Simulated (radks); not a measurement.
V III, 21 electrons, occupied as [Ar] 3d3. Calculated with a radial shooting solver on a logarithmic mesh with Libxc functionals: scalar-relativistic Kohn-Sham, PBE, spin-polarised, spherical densities, finite nucleus; open shells are filled with parallel spins first; Fermi nuclear charge, rms radius 3.6002 fm; hard spherical wall at 6 bohr. Some entries of the table are withheld. Estimate them.

orbital,occ.,eigenvalue (eV),<1/r> (bohr^-1),<r> (bohr)
1s down,1,-5381.056,22.84,0.06644
1s up,1,-5381.035,22.84,0.06644
2s up,1,-619.1133,4.796,0.3084
2s down,1,-618.0968,4.802,0.3080
2p up,3,-519.5519,4.698,0.2742
2p down,3,-518.7738,4.704,0.2738
3s up,1,-87.8385,1.484,0.9487
3s down,1,-84.8388,1.482,0.9496
3p up,3,-61.6416,1.352,1.015
3p down,3,-58.6748,1.348,1.017
3d up,3,(1),1.012,1.303
3d down,0,(2),0.9951,1.336
4s up,0,-18.0991,0.4861,2.684
4s down,0,-16.3239,0.4821,2.696
4p up,0,-12.8115,0.4313,2.988
4p down,0,-11.0743,0.4300,2.996
4d up,0,-4.6011,0.4090,3.378
4d down,0,-2.7831,0.4166,3.376

Answer. 
(1) 3d up eigenvalue (eV): -22.3135
(2) 3d down eigenvalue (eV): -19.5365
